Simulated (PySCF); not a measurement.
C₂HBN₂O₃. Atoms are numbered in the order given.

```xyz
9

B     -0.7732     0.0014     0.0000
N     -0.4253     1.3974     0.0000
C      0.4344     2.2470     0.0000
O      1.1959     3.1337     0.0000
N      0.2529    -0.9949     0.0000
C      0.6168    -2.1451     0.0000
O      1.0565    -3.2288     0.0000
O     -2.0726    -0.3814     0.0000
H     -2.6726     0.3760     0.0000
```
Charge 0, spin multiplicity 1.

The structure is a stationary point at r2SCAN-D4/def2-SVP. The values are those of a single conformer.

Level of theory: PBE0/def2-TZVP in PySCF.

Isolated molecule, no solvent.

```
Item                                                                                                            Value
---------------------------------------------------------------------------------------------  ----------------------
total energy                                                                                       -436.68851 hartree
point group                                                                                                        Cs
highest occupied level                                                                                       -9.02 eV
lowest empty level                                                                                           -1.09 eV
orbital gap                                                                                                   7.93 eV
dipole moment                                                                                               0.479 e·Å
quadrupole, principal values (traceless, Buckingham form, about the centre of nuclear charge)  -14.16, 6.12, 8.04 D·Å
mean static polarisability                                                                       57.7 bohr³ (8.55 Å³)
polarisability, principal values                                                               31.5, 55.1, 86.5 bohr³
```
